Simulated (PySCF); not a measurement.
Start geometry of `c1cc2[se]nnc2cn1` from GFN2-xTB (Å):
```
atom  x, y, z in Å
C1    -1.701    0.352   -0.461
C2    -0.576    1.093   -0.771
C3     0.643    0.618   -0.302
Se4    2.387    1.249   -0.455
N5     2.846   -0.259    0.560
N6     1.892   -0.965    0.870
C7     0.659   -0.586    0.458
C8    -0.553   -1.240    0.700
N9    -1.692   -0.776    0.250
H10   -2.678    0.671   -0.796
H11   -0.645    2.000   -1.352
H12   -0.580   -2.156    1.273
```

Q: What comes out of this run: PySCF 2.14.0, PBE0-D3(BJ)/def2-SVP geometry optimisation, gas phase?

A: 
```
atom  x, y, z in Å
C1    -1.934    0.343   -0.586
C2    -0.813    1.098   -0.908
C3     0.425    0.639   -0.446
Se4    2.145    1.284   -0.616
N5     2.670   -0.281    0.446
N6     1.691   -0.963    0.742
C7     0.446   -0.555    0.311
C8    -0.753   -1.233    0.574
N9    -1.914   -0.790    0.133
H10   -2.920    0.673   -0.931
H11   -0.910    2.010   -1.498
H12   -0.732   -2.157    1.161
```

The energy falls by 0.097 eV over 6 energy and gradient evaluations, the largest force component goes from 0.0295 to 3.5e-04 Eh/bohr, and the atoms move by 0.030 Å rms after alignment. The bond that changes most is Se4–N5 (ends: selenium bonded to C and N; pyridine-type nitrogen), which lengthens by 0.089 Å. Bonds longer at the end by more than 0.005 Å: 9 of 13; shorter: 2. Among the angles that change most is Se4–N5–N6, from 114.1° to 111.0°. Rotational constants go from 2912, 958.2, 721.0 to 2816, 957.2, 714.4 MHz. The orientation of the end geometry is arbitrary; only internal coordinates are fixed.

The run used 159 basis functions and 45 SCF cycles in all. Time: 66 s wall; peak memory 0.84 GiB. Hardware: one thread, AMD EPYC 9R14 (x86_64), no GPU, shared host with 96 logical CPUs at a one-minute load of 78.

PBE0-D3(BJ)/def2-SVP frequencies: not computed here.
